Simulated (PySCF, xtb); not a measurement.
Pair of molecules: CH4OSe (SMILES CO[SeH]) (first 7 atoms) with CH4 (SMILES C); geometry from B3LYP-D3(BJ)/def2-TZVP, rigid monomers moved along the line of their centres of mass till O2···H12 is 3.10 Å.
(charge 0, multiplicity 1):
```csv
atom,x (Å),y (Å),z (Å)
C,1.8353,0.8063,0.8019
O,0.4378,0.7690,0.5231
Se,-0.2413,-0.8850,0.2262
H,2.0930,0.1789,1.6584
H,2.0649,1.8478,1.0322
H,2.4225,0.4897,-0.0653
H,0.1688,-0.9781,-1.1963
C,-0.0676,0.0492,4.3535
H,0.1872,-0.9307,3.9506
H,-0.9324,-0.0439,5.0091
H,0.7773,0.4366,4.9220
H,-0.2995,0.7294,3.5357
```

Interaction energies are E(AB) − E(A) − E(B) at the monomers' geometry in the complex; basis-set methods are counterpoise corrected. Rows marked so take none.

Rows in 6-31G* carry no dispersion term and start afresh at each structure (6-31G* with six Cartesian d functions); the Pople sets are all-electron and without relativity.

Programs: PySCF for 6-31G* rows; xtb for the GFN methods. Each number belongs to the level named beside it.

### Question
Give the interaction energy at the level BP86/6-31G* (no counterpoise).

### Answer
0.0 kcal/mol

### Question
Give the interaction energy at the level M06-2X/6-31G* (no counterpoise).

### Answer
-1.4 kcal/mol

### Question
Give the interaction energy at the level GFN1-xTB.

### Answer
-0.8 kcal/mol
